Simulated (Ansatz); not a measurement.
Coupled-cluster diagnostics for CdF₂⁺, Ansatz.

Geometry of the doublet (PBE-D4/def2-TZVP):

Cartesian coordinates in Å:
```
Cd 1.0262 0.4489 0.3943
F -1.0139 0.1499 0.6801
F -0.0123 -0.5988 -1.0745
```

In the def2 sets Cd takes a core potential; there is no spin–orbit coupling. Correlated methods freeze 2 core orbitals; core or outer-core shells of Cd are correlated, in sets that lack core-valence functions. Another isomer (doublet) lies 0.20 eV lower at PBE0-D4/def2-TZVP; other spin states weren't run for this one.

**Question.** Estimate the CCSD(T) correlation energy, the shares of MP2 and (T), T1 and the reference's ⟨S²⟩ for: charge 1, doublet, own geometry in def2-TZVPP; and the rough time on 4 threads of Arm Neoverse V2 on a shared host.

**Answer.** 
```
                          state       basis  correlation (eV)  MP2 share (%)  (T) share (%)     T1  ⟨S²⟩ (pure)  wall time   remarks
charge 1, doublet, own geometry  def2-TZVPP           -31.577           97.2            3.1  0.052  0.76 (0.75)       27 s  large T1
```
Customary marks for T1 are 0.02 (closed shells), 0.045 (open shells) and about 0.05 (3d metals). T1 exceeds 0.02 in 1 of 1 rows and 0.045 in 1; the higher it lies, the less the single-reference result can be trusted.
